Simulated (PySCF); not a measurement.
**Heteronuclear NMR**

Mapped SMILES: `[F:1][c:2]1[cH:3][cH:4][cH:5][c:6](/[CH:7]=[N:8]\[SiH3:9])[cH:10]1` (H(Xn): hydrogen on atom n).

Theory: NMR shieldings at PBE0/pcSseg-1/GIAO, structure optimised with PBE0-D3(BJ)/def2-SVP, in PySCF (equivalent nuclei averaged, one computed conformer, no relativistic terms, no solvent).

**Question.** What are the ¹⁹F shifts?

**Answer.** 
| atoms | environment | σ (ppm) | δ (ppm) |
| --- | --- | --- | --- |
| F1 | aryl fluorine | 286.1 | -108.7 |

Shieldings were converted by a linear fit to measured shifts: ¹⁹F: δ = 160.63 − 0.942σ +14.9 on sp3 carbon (rms 6.9 ppm, 221 shifts, 7.7 ppm with the 5 outliers that the fit left out vs CFCl3, solution or neat liquid). Occasional misses reach two or three times the rms, and more in compound classes unlike the fitted ones.

On a 300 MHz spectrometer ¹⁹F resonates near 282.3 MHz, so 1 ppm is 282.3 Hz.

**Question.** Predict the ²⁹Si NMR data.

**Answer.** 
| atoms | environment | σ (ppm) | δ (ppm) |
| --- | --- | --- | --- |
| Si9 | silicon bonded to N, 3 H | 419.9 | -70.1 |

Shieldings were converted by a linear fit to measured shifts: ²⁹Si: δ = 279.39 − 0.832σ (rms 9.7 ppm, 87 shifts, 23.4 ppm with the 5 outliers that the fit left out vs TMS, solution or neat liquid). Occasional misses reach two or three times the rms, and more in compound classes unlike the fitted ones.

On a 600 MHz spectrometer ²⁹Si resonates near 119.2 MHz, so 1 ppm is 119.2 Hz.

**Question.** Predict the ¹⁵N NMR data.

**Answer.** 
```tsv
atoms	environment	σ (ppm)	δ (ppm)
N8	imine nitrogen	-108.2	-51.4
```

Shieldings were converted by a linear fit to measured shifts: ¹⁵N: δ = -150.45 − 0.916σ (rms 7.2 ppm, 79 shifts vs CH3NO2, solution or neat liquid). A few per cent of atoms miss by over 2 rms, more outside the fitted compound classes.

On a 600 MHz spectrometer ¹⁵N resonates near 60.8 MHz, so 1 ppm is 60.8 Hz.
